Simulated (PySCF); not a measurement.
Vertical excitation energies

Compound: C3H8O3Si.
Atom-mapped SMILES: `[OH:1][SiH:2]1[O:3][CH2:4][CH2:5][CH2:6][O:7]1` (hydrogens: H8 on O1; H9 on Si2; H10, H11 on C4; H12, H13 on C5; H14, H15 on C6)

Method: TDDFT B3LYP/def2-SVPD, vertical, gas phase, core orbitals frozen in the response in PySCF 2.14.0, density-fitted response routines. Geometry: PBE0-D3(BJ)/def2-SVP, one conformer, isolated molecule.

```tsv
state	E (eV)	ν̃ (cm⁻¹)	f	symmetry	main configurations (H = HOMO, L = LUMO)
S1	7.28	58710	0.0006	–	H→L (91%)
S2	7.34	59220	0.0064	A′	H-1→L (80%), H-1→L+1 (16%)
S3	7.36	59380	0.0037	A″	H→L+1 (90%)
S4	7.43	59910	0.107	A′	H-1→L+1 (79%), H-1→L (17%)
S5	7.54	60850	0.0044	A″	H-2→L (74%), H-2→L+1 (20%)
S6	7.66	61780	0.0003	–	H-2→L+1 (76%), H-2→L (21%)
S7	8.16	65780	0.016	A′	H→L+2 (78%), H→L+4 (17%)
S8	8.18	65950	0.015	A″	H-1→L+2 (45%), H-1→L+4 (41%)
S9	8.28	66820	0.016	A″	H→L+3 (88%)
S10	8.30	66960	0.0098	A′	H→L+4 (46%), H-1→L+3 (34%), H→L+2 (13%)
```

Triplets (Tamm–Dancoff): T1 7.16 eV, H→L (78%), H→L+1 (18%); T2 7.18 eV, H-1→L (88%); T3 7.23 eV, H-1→L+1 (84%); T4 7.30 eV, H→L+1 (73%), H→L (16%).

The lowest singlet comes at 170 nm (702 kJ/mol) in the vacuum ultraviolet; it is very weak; its leading configuration is HOMO→LUMO (91%). The strongest level in the table is S4 at 7.43 eV (167 nm, f = 0.107). Löwdin shares by element: HOMO (one of a set within 0.03 eV) oxygen 59% or more, carbon 21% or more (atoms not listed hold the other 20%); LUMO oxygen 32% or more, silicon 19%, hydrogen 18% or more (atoms not listed hold the other 32%). Of the 10 states listed, 4 reach f = 0.01 and 1 stays under 0.0005. Weighted by f, the mean energy of these states is 7.68 eV. The listed states span 1.02 eV, and the widest gap between neighbours is 0.50 eV (S6 to S7). No computed singlet lies in the visible range (380 to 750 nm); the lowest, at 170 nm, stands 4.02 eV above its violet end (3.26 eV). The vertical ionisation energy (ΔSCF) is 10.12 eV, 1.82 eV above S10. Symmetry labels in Cs follow from the direction of the transition dipole and are given only for states with f of 0.002 or more. Only the lowest 10 singlets were computed, as vertical energies without vibronic structure.
